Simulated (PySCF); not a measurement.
Electronic structure of Ni⁺ (nickel, charge +1) at the MN15 level

Configuration: [Ar] 3d9, 2D determinant. All numbers are calculated (PySCF 2.14, scalar relativity by spin-free X2C-1e, in x2c-SVPall (5s3p3d1f, 36 functions)).

- Total energy: -1520.882 hartree
- One-electron energy: -2103.887 hartree
- Hartree (Coulomb) energy: 647.692 hartree
- Exchange-correlation energy: -64.686 hartree
- ⟨S²⟩: 0.7793
- ⟨L²⟩: 6.098
- Sum of ⟨r⟩: 17.66 bohr
- Sum of ⟨r²⟩: 20.06 bohr²
- Traceless quadrupole moment −½Σ⟨3z² − r²⟩ along its main axis: -0.586 e·bohr²
- Langevin diamagnetic susceptibility: -15.9 ×10⁻⁶ cm³/mol
- Time after the integrals: 2 s of wall time on 1 thread of Neoverse-V1 (shared host)

```json
{"shell": "1s β", "electrons": "1", "mean orbital energy (hartree)": "-301.40362", "spread (hartree)": "0", "rms radius, mean of both spins (bohr)": "0.0625"}
{"shell": "1s α", "electrons": "1", "mean orbital energy (hartree)": "-301.40272", "spread (hartree)": "0", "rms radius, mean of both spins (bohr)": "0.0625"}
{"shell": "2s α", "electrons": "1", "mean orbital energy (hartree)": "-35.84423", "spread (hartree)": "0", "rms radius, mean of both spins (bohr)": "0.267"}
{"shell": "2s β", "electrons": "1", "mean orbital energy (hartree)": "-35.83974", "spread (hartree)": "0", "rms radius, mean of both spins (bohr)": "0.267"}
{"shell": "2p α", "electrons": "3", "mean orbital energy (hartree)": "-31.30660", "spread (hartree)": "0.03482", "rms radius, mean of both spins (bohr)": "0.238"}
{"shell": "2p β", "electrons": "3", "mean orbital energy (hartree)": "-31.29843", "spread (hartree)": "0.03376", "rms radius, mean of both spins (bohr)": "0.238"}
{"shell": "3s α", "electrons": "1", "mean orbital energy (hartree)": "-4.22581", "spread (hartree)": "0", "rms radius, mean of both spins (bohr)": "0.807"}
{"shell": "3s β", "electrons": "1", "mean orbital energy (hartree)": "-4.20745", "spread (hartree)": "0", "rms radius, mean of both spins (bohr)": "0.807"}
{"shell": "3p α", "electrons": "3", "mean orbital energy (hartree)": "-2.89585", "spread (hartree)": "0.06724", "rms radius, mean of both spins (bohr)": "0.856"}
{"shell": "3p β", "electrons": "3", "mean orbital energy (hartree)": "-2.86458", "spread (hartree)": "0.03786", "rms radius, mean of both spins (bohr)": "0.856"}
{"shell": "3d α", "electrons": "5", "mean orbital energy (hartree)": "-0.61026", "spread (hartree)": "0.07195", "rms radius, mean of both spins (bohr)": "1.24"}
{"shell": "3d β", "electrons": "4", "mean orbital energy (hartree)": "-0.57430", "spread (hartree)": "0.00593", "rms radius, mean of both spins (bohr)": "1.24"}
```

Densities and radii are taken from the X2C orbitals without a picture-change correction, which distorts them close to the nucleus.
